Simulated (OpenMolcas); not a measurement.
## Lines of Os5+: computed and rescaled rates

- Program: OpenMolcas 26.06
- Method: MS-CASPT2, IPEA 0.25 Eh, imaginary shift 0.1 Eh (closed shells correlated: 5s 5p)
- Basis: ANO-RCC-VQZP [9s8p6d4f3g2h]
- Scalar Hamiltonian: DKH2, point nucleus
- Active space: 3 electrons in 5 orbitals (5d)
- State averaging: 2S+1 = 4 even, 10 roots; 2S+1 = 2 even, 40 roots
- Spin-orbit coupling: RASSI with atomic mean-field integrals over the reference wave functions, term energies averaged over their components

Rates come from the transition moments of the reference wave functions (E1 and E2 in the length form). At fixed line strength A goes as λ^-3 for E1 and M1 and as λ^-5 for E2, so a rate at the computed wavelength can be rescaled to the measured one. Measured vacuum wavelengths follow from level energies in the list in Brasseur, Palmeri and Quinet, Atoms 13, 11 (2025). Branching counts decays inside the model space alone, at computed energies, and the table is only a selection of the M1 lines, drawn from those between levels with measured partners whose computed energy lies within a factor of 1.5 of the measured one.

```
            Upper              Lower  Type  λ computed (nm)  λ measured (nm)  A computed (s-1)  A rescaled (s-1)  Branching %
5d³ ⁴F_9/2 [58 %]         5d³ ⁴F_7/2    M1             3043             3092          6.73e-01          6.42e-01        100.0
       5d³ ⁴F_7/2         5d³ ⁴F_5/2    M1             1992             1981          4.48e+00          4.56e+00        100.0
       5d³ ⁴F_5/2         5d³ ⁴F_3/2    M1             1585             1563          9.36e+00          9.76e+00        100.0
      5d³ ²H_11/2  5d³ ²H_9/2 [56 %]    M1             1208             1230          3.92e+00          3.71e+00         35.3
5d³ ²H_9/2 [56 %]  5d³ ⁴F_9/2 [58 %]    M1             1046             1070          1.22e+01                           52.0
5d³ ²P_3/2 [56 %]  5d³ ²P_1/2 [67 %]    M1            894.6            881.6          1.04e+01          1.09e+01         14.8
       5d³ ²G_7/2         5d³ ⁴F_7/2    M1            859.6            871.4          8.99e+00                           25.2
5d³ ²P_1/2 [67 %]  5d³ ⁴P_1/2 [67 %]    M1            835.8            827.3          3.08e+01                           93.1
5d³ ²G_9/2 [57 %]  5d³ ²H_9/2 [56 %]    M1            780.1            769.8          2.29e+01                           41.2
5d³ ²H_9/2 [56 %]         5d³ ⁴F_7/2    M1            778.7            794.6          1.13e+01                           48.0
5d³ ²G_9/2 [57 %]         5d³ ²G_7/2    M1            712.8            709.2          2.47e+01          2.51e+01         44.5
5d³ ²P_3/2 [56 %]         5d³ ⁴P_5/2    M1            660.4            650.4          1.79e+01                           25.5
       5d³ ²F_5/2         5d³ ⁴P_5/2    M1            650.5            676.9          6.09e+00                           26.2
       5d³ ²G_7/2         5d³ ⁴F_5/2    M1            600.5            605.2          2.66e+01                           74.6
5d³ ⁴P_1/2 [67 %]         5d³ ⁴F_3/2    M1            583.4            596.2          3.32e+00                           84.2
       5d³ ²F_5/2         5d³ ²G_7/2    M1            569.7            599.5          3.54e+00                           15.3
      5d³ ²H_11/2  5d³ ⁴F_9/2 [58 %]    M1            560.8            572.2          7.18e+00                           64.6
       5d³ ²F_7/2         5d³ ²G_7/2    M1            548.6            570.5          6.85e+00                           27.5
    5d³ ²D_5/2(2)         5d³ ²F_5/2    M1            461.2            467.2          3.36e+01                           20.1
    5d³ ²D_5/2(1)         5d³ ⁴F_7/2    M1            424.2            435.3          2.63e+01                           64.5
       5d³ ²F_7/2  5d³ ⁴F_9/2 [58 %]    M1            376.3            388.1          1.11e+01                           44.7
5d³ ²P_3/2 [56 %]         5d³ ⁴F_5/2    M1            294.3            295.8          1.52e+01                           21.7
       5d³ ²F_7/2         5d³ ⁴F_5/2    M1            286.7            293.7          3.29e+00                           13.2
    5d³ ²D_5/2(2)         5d³ ⁴P_5/2    M1            269.9            276.4          3.66e+01                           21.9
       5d³ ²F_5/2         5d³ ⁴F_3/2    M1            246.8            252.5          6.88e+00                           29.7
```

Spin-changing lines and M1 lines between different terms are not rescaled, since their strength hangs on the term gaps too.

The largest correction is for 5d³ ²H_11/2 → 5d³ ²H_9/2 [56 %] (M1): 3.92e+00 × (1208 / 1230)^3 = 3.71e+00 s-1, a factor of 0.95.

The computed rate and branching of 5d³ ⁴F_5/2 → 5d³ ⁴F_3/2 give the upper level a radiative lifetime of 1.000 / 9.36e+00 s-1 = 1.07e-01 s, counting decays inside the model space alone. The rescaled rate gives about 1.0e-01 s.

The computed order of these levels differs from the measured one in 1 place, and where term gaps are wrong the rates of spin-changing lines can be off by large factors.

These are rates of the free ion; in crystals, glasses and complexes forced electric-dipole and non-radiative decay shorten such lifetimes by orders of magnitude. No measured rate stands beside these. Rescaling mends the energy factor alone: line strengths can still be far off where a level mixes with configurations outside the active space, and weak or spin-changing lines hang on small mixing coefficients that depend on the term gaps too, so rescaling need not improve them.

CASPT2 does not keep the components of a term degenerate, so their means are used; among the terms shown or strongly mixed into the levels shown the widest spread is 490 cm-1 (5d³ ⁴F). Measured partners are found by configuration, term and J. A level has none where our copy of the source lacks it or the pairing is in doubt (some pairs that miss far off the trend of their configuration count as doubtful). Levels of configurations outside the active space are missing.

A share in square brackets marks a mixed level and gives the weight of the term that names it. A number in round brackets counts repeated terms of one configuration in the order of the reference energies.
